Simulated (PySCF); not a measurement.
Compound: C6H6NS (doublet state).
Cartesian coordinates in Å at the GFN2-xTB level; atoms count from 1:
```
atom  x, y, z in Å
N1    -1.6635   -2.5352   -0.7340
C2    -1.1233   -1.7864   -0.0596
C3    -0.3968   -0.8058    0.7256
C4    -1.1989    0.4691    0.8255
C5    -0.6404    1.4552    0.1429
C6     0.6391    1.0443   -0.5226
C7     0.8270   -0.3466   -0.0124
S8     2.0077   -1.4637   -0.5998
H9    -0.1727   -1.2529    1.7047
H10   -2.1220    0.5032    1.3758
H11   -1.0259    2.4552    0.0492
H12    1.4732    1.7031   -0.2491
H13    0.5439    1.0923   -1.6171
H14    2.8518   -0.5324   -1.0514
```

The hyperfine couplings belong to this conformer and change with its torsions.

Identity: `N#C[C@@H]1C=CC[C]1S` [radical].

Method used: PySCF, UKS B3LYP, pcH-1 on C H N S, non-relativistic, mean-field spin-orbit, GIAO. Geometry: GFN2-xTB, one conformer, isolated molecule. The geometry wasn't refined by DFT: couplings that depend on bond lengths, twists or pyramidal angles can differ widely from those at the functional's own minimum. No stability test was run, so a lower SCF solution isn't excluded.

Task: Where do the isotropic ENDOR lines of C7, C2, C3, C6, H13, H12, H9, H14, H11 and H10 fall at 336.0 mT, to first order?

Result: ν± = |νn ± a/2|, one line for each electron-spin manifold; νn = |g_N| × 7.62259 MHz/T × B.

| nuclei | isotope | g_N | νn (MHz) | a_iso (MHz) | lower line (MHz) | upper line (MHz) |
| --- | --- | --- | --- | --- | --- | --- |
| C7 | 13C | 1.4048 | 3.60 | 125.84 | 59.32 | 66.52 |
| C2 | 13C | 1.4048 | 3.60 | 64.36 | 28.58 | 35.78 |
| C3 | 13C | 1.4048 | 3.60 | -24.16 | 8.48 | 15.68 |
| C6 | 13C | 1.4048 | 3.60 | -22.75 | 7.78 | 14.97 |
| H13 | 1H | 5.5857 | 14.31 | 88.30 | 29.85 | 58.46 |
| H12 | 1H | 5.5857 | 14.31 | 75.73 | 23.56 | 52.17 |
| H9 | 1H | 5.5857 | 14.31 | 72.39 | 21.89 | 50.50 |
| H14 | 1H | 5.5857 | 14.31 | 3.17 | 12.72 | 15.89 |
| H11 | 1H | 5.5857 | 14.31 | -1.38 | 13.61 | 15.00 |
| H10 | 1H | 5.5857 | 14.31 | -1.34 | 13.64 | 14.97 |

The rows for 13C, of low natural abundance, apply to labelled samples.

Task: Which pairs are centred on the nuclear Larmor frequency, and which on half the coupling?

Result: Centred on νn, since |a| < 2νn: H14, H11 and H10. Centred on |a|/2 and split by 2νn: C7, C2, C3, C6, H13, H12 and H9.

Task: At what field would the lower line of C6 fall to zero frequency?

Result: Where νn = |a|/2, that is B = 11.38 MHz/(1.4048 × 7.62259 MHz/T) = 1060 mT, as far as first order holds there.

Couplings of abundant isotopes left out: N1 (0.9 MHz).

The Mulliken spin populations are largest on C7 (+0.82), S8 (+0.15) and C6 (-0.06). The angles at C7 add up to 357.1°, so it is nearly planar.
